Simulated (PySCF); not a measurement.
# Dipole response of Bi²⁺ (bismuth, charge +2)

[Xe] 4f14 5d10 6s2 6p1, 2P determinant. Computed with PySCF 2.14 in ANO-RCC-VTZP (8s7p5d3f2g, 93 functions), with the spin-free X2C one-electron Hamiltonian (Gaussian nucleus). Coupled (time-dependent) response in atomic units; α is the mean over directions. The basis has no added diffuse functions, which lowers α and C₆.

| method | mean α (bohr³) | α xx, yy, zz | C₆ (like pair) | S(−4) |
| --- | --- | --- | --- | --- |
| B3LYP | 15.29 | 14.39, 17.08, 14.39 | 115.1 | 54.07 |

S(−4) is the Cauchy moment in α(ω) = α(0) + S(−4) ω² + …

Spin-orbit coupling is absent.

α(iu) at B3LYP:

```csv
u (hartree),α(iu) (bohr³)
0,15.29
0.0500,15.15
0.100,14.77
0.200,13.46
0.300,11.84
0.500,8.883
0.750,6.411
1.00,4.905
1.50,3.239
2.00,2.340
3.00,1.399
5.00,0.6613
```

A single London oscillator, α(iu) = α/(1 + u²/ω²), gives C₆ = (3/4) ω α². Matching the computed C₆ needs ω = 4 × 115.1 / (3 × 15.29²) = 0.656 hartree.

For an ion, C₆ is the dispersion term alone; charge-induced terms of lower order in 1/R come first.

The components differ because the open shell of this determinant is not spherical; for a pure term their mean is the scalar polarisability.

Spin-orbit coupling, absent here, splits the open shell strongly.
